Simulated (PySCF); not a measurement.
Si(NHSiH3)(Me)(Cl)2 (CH7Cl2NSi2), SMILES C[Si](Cl)(Cl)N[SiH3].

Geometry: PBE0-D3(BJ)/def2-SVP. The values are those of a single conformer.

Computed with r2SCAN/def2-TZVP run with PySCF.

Isolated molecule, no solvent.

```json
{
 "total_energy": "-1596.55518 hartree",
 "highest_occupied_level": "-6.93 eV",
 "lowest_empty_level": "-0.38 eV",
 "orbital_gap": "6.56 eV",
 "dipole_moment": "1.86 D",
 "quadrupole, principal values (traceless, Buckingham form, about the centre of nuclear charge)": "-4.17, -3.21, 7.38 D·Å",
 "mean_static_polarisability": "91.7 bohr³ (13.58 Å³)",
 "polarisability_principal_values": "84.1, 89.8, 101.0 bohr³"
}
```
